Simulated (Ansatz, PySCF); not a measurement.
Sn(OMe)(SiH3) (CH6OSiSn), SMILES C[O][Sn][SiH3] (connectivity only; charge and spin as stated), neutral, multiplicity 1. Atoms are numbered in the order given.

```xyz
10

Sn     0.7873     0.2659     0.0000
O     -0.8082     1.5175     0.0000
C     -2.1831     1.2331     0.0000
H     -2.4210     0.1416     0.0000
H     -2.6704     1.6830    -0.8961
H     -2.6704     1.6830     0.8961
Si    -0.6577    -2.0499     0.0000
H     -1.5513    -2.1998     1.2121
H     -1.5513    -2.1998    -1.2121
H      0.2690    -3.2449     0.0000
```
Charge 0, spin multiplicity 1.

Coordinates come from a PBE-D3(BJ)/def2-SVP optimisation. The structure was generated by enumeration; whether it is a known compound was not checked. The def2 effective core potentials stand for the cores of Sn; spin–orbit coupling is left out. The values are those of a single conformer.

Vertical ionisation energy (IE) and electron affinity (EA) in eV. Rows of orbital energies are one-electron estimates. Where ΔSCF, EOM or ADC give a negative EA the extra electron is unbound and the value depends on the basis.

```
level                                                                  IE    EA
-------------------------------------------------------------------  ----  ----
−ε(HOMO), −ε(LUMO), B3LYP/def2-TZVP (PySCF)                          6.20  3.02
−ε(HOMO), −ε(LUMO), PBE/def2-TZVP (PySCF)                            5.44  3.46
ΔSCF, PBE0/def2-SVPD (Ansatz), final states of multiplicity 2 and 2  8.24  1.16
ΔSCF, PBE/def2-SVPD (Ansatz), final states of multiplicity 2 and 2   8.14  1.05
```

Q: What vertical singlet–triplet gap does ΔSCF give with PBE0/def2-SVPD (Ansatz, a quantum-chemistry and plane-wave program) and with PBE/def2-SVPD (Ansatz)? (The exact figures need the calculation; the answer reports its results.)

A: 1.72 and 1.82 eV (triplet above singlet where positive).
